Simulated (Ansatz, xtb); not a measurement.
A geometry optimisation of BBrH3Si− with r2SCAN-D4/def2-SVPD

The starting geometry of this gas-phase singlet has its atoms placed at random.

| atom | x (Å) | y (Å) | z (Å) |
| --- | --- | --- | --- |
| B | -1.7049 | 1.0883 | -0.1273 |
| Br | 0.6029 | 1.7442 | -0.8713 |
| Si | -1.1559 | -1.1632 | 1.0998 |
| H | 0.5061 | -0.2555 | 0.3837 |
| H | -1.9343 | -0.0081 | 0.2591 |
| H | 1.0724 | 0.3952 | -0.6332 |

Question: Guess where an optimisation with r2SCAN-D4/def2-SVPD ends from this start.

Answer: It ends as a structure given below by its coordinates. Contacts that open: Br2–H6 (1.45 → 3.96 Å), Si3–H5 (1.63 → 2.63 Å). Contacts that close: B1–Si3 (2.62 → 1.88 Å), B1–H6 (2.91 → 1.22 Å), Br2–Si3 (3.93 → 2.36 Å), Si3–H4 (2.02 → 1.51 Å).

The energy falls by 7.76 eV over 35 steps:

| step | E − E(last) (eV) |
| --- | --- |
| 1 | 7.762 |
| 5 | 4.723 |
| 9 | 4.394 |
| 12 | 4.252 |
| 16 | 3.742 |
| 20 | 2.803 |
| 24 | 1.743 |
| 27 | 0.549 |
| 31 | 0.013 |
| 35 | 0.000 |

Final geometry (Å):

| atom | x (Å) | y (Å) | z (Å) |
| --- | --- | --- | --- |
| B | -1.4906 | 0.5572 | 0.0988 |
| Br | 2.0768 | 1.2867 | -0.4123 |
| Si | 0.2120 | -0.1594 | -0.2727 |
| H | 0.7912 | -1.2743 | 0.5581 |
| H | -2.3431 | -0.2813 | 0.3543 |
| H | -1.8600 | 1.6719 | -0.2154 |

From the same start GFN2-xTB ends elsewhere, in pieces: BHSi + BrH + H.

From so rough a start the end depends on the optimiser's path, so another program may land elsewhere. The end wasn't checked by frequencies. Run with Ansatz 0.2.0, 39 s on 2 threads of Intel(R) Xeon(R) 6975P-C (Granite Rapids), on a shared host.
